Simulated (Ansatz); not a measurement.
Born–Oppenheimer molecular dynamics of F2GeH2 (5 atoms, charge 0, multiplicity 1). It starts at the highest image of a converged band. Of that band: The profile has 3 maxima (images 2, 7, 9) with wells between them (images 5, 8): this band takes more than one step, which may be the mechanism or a detour left from its start path. Neighbouring images differ by up to 3.3 eV, so the band resolves the path poorly. A vibrational analysis at the climbing image gives one clearly imaginary mode, 1923i cm⁻¹: a first-order saddle point.

The calculation used RHF/def2-SVP (Ansatz 0.2.0).

```yaml
ensemble: NVE (velocity Verlet)
time_step: 0.5 fs
steps_asked: 200
starting_velocities_drawn_for: 100 K
seed: 11147
```

First frame:

```xyz
5
Properties=species:S:1:pos:R:3
Ge 0.302 -0.004 -0.344
H 0.740 0.006 1.382
H 1.607 -0.005 0.438
F -0.740 1.350 -0.339
F -0.754 -1.347 -0.320
```

(1) What does the run give?

(2) What happens to the structure?

(3) How do temperature and energy run in time?

## Answers

(1) The run went to its last step.

```yaml
steps_done: 200
time_covered: 100 fs
mean_temperature_over_the_second_half: 4875 K
spread_of_the_potential_energy_over_the_second_half: 147.4 meV per atom
mean_potential_energy_of_the_second_half_above_the_start: -370.7 meV per atom
```

The conserved energy stayed within 1.8 meV per atom of its start (net change -0.29 meV per atom), so the integration is sound. The kinetic energy rose, since the run started high on the potential surface and went downhill. A run of 0.1 ps of so small a system gives no equilibrium averages. The orbitals stay closed-shell, which can raise the energy where a bond breaks towards radicals; this wasn't checked here.

(2) Between its relaxed ends the band would form H2–H3 and break Ge1–H2, Ge1–H3. These pairs go: H2–H3 1.28 → 2.47 Å, Ge1–H2 1.78 → 1.60 Å, Ge1–H3 1.52 → 1.56 Å. In the last frame they stand as before the step (other bonds may differ from the relaxed reactants and products). These pairs come and go: their bonding changes 6 times, last at 84 of 100 fs, so the outcome isn't settled. It ends as one piece, F2GeH2. Pairs count as bonded within 1.25 times the sum of covalent radii (0.12 Å more for H–H). The details hang on the random start.

(3) 
| time (fs) | T (K) | potential energy less start (eV) | conserved less start (meV/atom) |
| --- | --- | --- | --- |
| 0.0 | 100 | 0.000 | 0.00 |
| 8.0 | 455 | -0.137 | 0.18 |
| 16.0 | 6943 | -2.658 | -0.82 |
| 24.0 | 7033 | -2.690 | -0.37 |
| 32.0 | 3410 | -1.282 | 0.30 |
| 40.0 | 4378 | -1.660 | -0.25 |
| 48.0 | 5328 | -2.026 | 0.21 |
| 56.0 | 6319 | -2.413 | -0.22 |
| 64.0 | 3818 | -1.444 | -0.38 |
| 72.0 | 5731 | -2.192 | -1.73 |
| 80.0 | 5438 | -2.071 | -0.11 |
| 88.0 | 5802 | -2.214 | -0.64 |
| 96.0 | 2567 | -0.956 | 0.00 |

Time of the run: 3 min on 1 thread of Arm Neoverse V2, on a shared host, peak memory 0.12 GiB.
